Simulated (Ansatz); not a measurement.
C10H10O2, SMILES `CC(=O)CC(=O)c1ccccc1`, charge 0, multiplicity 1.

Q: Give a relaxed structure at PBE0-D4/def2-TZVP (Ansatz). (An estimate is asked.)

A: Computed: 
Z-matrix (Å, degrees):
```
C
C 1 1.499
H 1 1.095 2 108.8
H 1 1.093 2 110.5 3 116.8
H 1 1.088 2 110.3 3 -119.9
C 2 1.524 1 115.8 3 -72.4
O 2 1.205 1 123.1 3 107.9
C 6 1.521 2 110.1 1 -77.1
H 6 1.091 2 109.6 1 39.3
H 6 1.088 2 108.6 1 160.0
O 8 1.210 6 119.7 2 91.1
C 8 1.484 6 118.7 2 -87.9
C 12 1.394 8 122.4 6 11.5
C 12 1.395 8 118.0 6 -169.8
C 13 1.386 12 120.0 8 178.7
H 13 1.083 12 120.4 8 0.9
C 14 1.381 12 120.3 8 -179.5
H 14 1.083 12 118.4 8 0.5
C 15 1.387 13 120.1 12 0.8
H 15 1.084 13 119.8 12 -179.2
H 17 1.084 14 120.0 12 -179.4
H 19 1.084 15 119.9 13 179.4
```
This is one stationary point; other conformers may exist.
